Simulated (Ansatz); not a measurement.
The lowest singlet and triplet of CHF (SMILES [CH]F); geometries from B3LYP-D3(BJ)/def2-TZVP, each state relaxed from the structure named, with no frequency check.
Singlet at the triplet's geometry (charge 0, multiplicity 1):
```xyz
3

C     -0.6204     0.3352     0.0000
F      0.5820    -0.1918     0.0000
H     -1.5160    -0.2851     0.0000
```

A positive gap puts the triplet lower; no zero-point energy. R- takes a restricted singlet. U- takes an unrestricted singlet (broken symmetry where lower, unprojected). The triplet is unrestricted in single-reference levels.

Frozen-core correlation.

Run with Ansatz (a quantum-chemistry and plane-wave program). Each number belongs to the level named beside it.

Question: One of these levels gives -5.53 kcal/mol for the gap E(singlet) − E(triplet), vertical, at the triplet's geometry. Which one is it?
A) U-CCSD/cc-pVQZ (spin-contaminated)
B) R-SCS-MP2/cc-pVTZ
C) U-MP2/cc-pVDZ (spin-contaminated)
D) R-B3LYP/def2-TZVPP

Answer: B, R-SCS-MP2/cc-pVTZ. The others give -1.71 (R-B3LYP/def2-TZVPP), 0.28 (U-MP2/cc-pVDZ (spin-contaminated)), -3.21 (U-CCSD/cc-pVQZ (spin-contaminated))

Doubts at one or more of the structures used: a restricted determinant that unrestricted orbitals would lower (R-B3LYP/def2-TZVPP, R-SCS-MP2/cc-pVTZ); T1 above 0.05 (U-CCSD/cc-pVQZ (spin-contaminated)).
